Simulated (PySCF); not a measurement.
## Ni¹⁶⁺ (nickel, charge +16) across methods

[Ne] 3s2, closed-shell 1S. Calculation: PySCF 2.14, in an even-tempered Gaussian basis (18 s from 1.4 bohr⁻², ratio 2.5; 11 p from 1.8 bohr⁻², ratio 2.5; 5 d from 7.1 bohr⁻², ratio 2.7; 4 f from 11 bohr⁻², ratio 2.7); the spin-free X2C one-electron Hamiltonian (Gaussian nucleus).

| method | E (hartree) | mean ε 2s (eV) | mean ε 2p (eV) | mean ε 3s (eV) | Σ⟨r²⟩ (bohr²) | ⟨S²⟩ |
| --- | --- | --- | --- | --- | --- | --- |
| r2SCAN | -1393.446 | -1536.2 | -1400.5 | -554.30 | 1.346 | 0.000 |
| PW91 | -1393.529 | -1526.8 | -1394.7 | -554.25 | 1.343 | 0.000 |
| PBE0 | -1393.300 | -1544.5 | -1408.0 | -557.54 | 1.344 | 0.000 |
| UHF | -1392.97178 | -1596.8 | -1448.1 | -567.01 | 1.347 | 0.000 |
| PBE | -1393.249 | -1526.5 | -1394.2 | -553.95 | 1.344 | 0.000 |
| LDA | -1390.610 | -1523.8 | -1393.3 | -553.85 | 1.345 | 0.000 |

Question: Estimate the same row for PBEsol.

Answer: E (hartree) = -1391.985; mean ε 2s (eV) = -1525.1; mean ε 2p (eV) = -1393.4; mean ε 3s (eV) = -553.62; Σ⟨r²⟩ (bohr²) = 1.344; ⟨S²⟩ = 0.000.
